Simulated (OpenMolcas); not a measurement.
**Au6+ in a point-charge field**

Au6+ among 2 point charges of -1 e arranged as a linear pair (D∞h), 1.74 Å from the ion.
```
   0.0000    0.0000    1.7400  -1.00
   0.0000    0.0000   -1.7400  -1.00
```

```yaml
Program: OpenMolcas 26.06
Method: "SS-CASPT2, IPEA 0.25 Eh, imaginary shift 0.1 Eh (closed shells correlated: 5s 5p)"
Basis: ANO-RCC-VDZP [7s6p4d2f]
Scalar_Hamiltonian: DKH2, point nucleus
Active_space: 5 electrons in 5 orbitals (5d)
State_averaging: 2S+1 = 6 even, 1 root; 2S+1 = 4 even, 24 roots; 2S+1 = 2 even, 75 roots
Spin-orbit_coupling: RASSI with atomic mean-field integrals over the reference wave functions
```

The lowest spin-free states (labels by Λ), above the lowest:

```
State  Degeneracy  E (cm-1)  Free-ion L (%)
   6Σ           1         0         S (100)
   4Δ           2     25380          G (65)
   4Φ           2     27650          G (90)
   4Π           2     28500          G (82)
   4Π           2     29190          D (45)
   4Σ           1     30470         G (100)
   4Γ           2     30490         G (100)
   4Δ           2     33550          D (68)
   4Σ           1     34380         P (100)
   4Σ           1     36900         D (100)
   2Γ           2     41140          I (64)
   2Π           2     41700          I (86)
   2Σ           1     41890          I (90)
   4Π           2     41930          P (46)
   2H           2     42200          I (84)
   2Δ           2     42280          I (91)
   2Φ           2     42700          I (89)
   2Δ           2     43520          D (34)
   2Σ           1     43630          F (76)
   2I           2     44360         I (100)
```

The lowest levels with spin-orbit coupling:

| E (cm-1) | Degeneracy | 2S+1 | g |
| --- | --- | --- | --- |
| 0 | 2 | 6 (68 %) | 0.00 0.00 9.17 |
| 980 | 2 | 6 (75 %) | 0.00 0.00 5.63 |
| 1460 | 2 | 6 (79 %) | 1.90 5.70 5.70 |
| 15930 | 2 | 4 (50 %) | 0.00 0.00 6.17 |
| 20260 | 2 | 4 (50 %) | 0.00 0.00 3.52 |
| 22770 | 2 | 4 (89 %) | 0.00 0.00 9.29 |
| 24290 | 2 | 4 (52 %) | 1.20 2.83 2.83 |
| 24510 | 2 | 4 (87 %) | 0.00 0.00 3.10 |
| 27400 | 2 | 4 (69 %) | 0.00 0.00 11.28 |
| 27580 | 2 | 4 (86 %) | 0.00 0.00 6.21 |
| 28730 | 2 | 4 (74 %) | 0.00 0.00 8.40 |
| 29060 | 2 | 4 (77 %) | 0.19 2.50 2.50 |
| 29140 | 2 | 4 (74 %) | 0.00 0.00 5.96 |
| 29980 | 2 | 4 (74 %) | 0.23 2.66 2.66 |
| 30200 | 2 | 4 (71 %) | 1.38 1.38 1.88 |
| 30340 | 2 | 4 (67 %) | 0.00 0.00 4.02 |
| 31250 | 2 | 4 (80 %) | 0.00 0.00 2.50 |
| 31820 | 2 | 4 (63 %) | 0.00 0.00 13.11 |
| 32320 | 2 | 4 (81 %) | 0.00 0.00 6.23 |
| 33610 | 2 | 4 (84 %) | 0.00 0.00 3.32 |

Powder χT (cm3 K/mol): 2.63 at 2 K, 2.64 at 10 K, 2.7 at 50 K, 2.78 at 100 K, 2.93 at 200 K, 3.08 at 300 K. The effective moment at 300 K is 2.828 √(χT) = 4.96 μB.

Roots that are degenerate in the reference are averaged as groups; the widest CASPT2 spread within a group is 11 cm-1 (the 2-fold group of multiplicity 2 near 71500 cm-1 above the lowest state of its run). Shifts and gaps below about the spread of the groups concerned are not significant. Spin-orbit coupling mixes the spin-free states strongly: the lowest level takes only 68 % from its leading state, 6Σ. Point charges give a weaker field than real ligands, and real ions of this kind are as a rule low spin; the high spin found here belongs to the model. Free-ion shares, where given, are those of the reference states; single-state CASPT2 does not remix them. Point charges carry no covalency, so the field is a model and not that of real ligands. No measured value stands beside these numbers.

The CASPT2 steps took 6.3 s on 1 thread of Arm Neoverse V2 (shared host); the integral step is not counted.
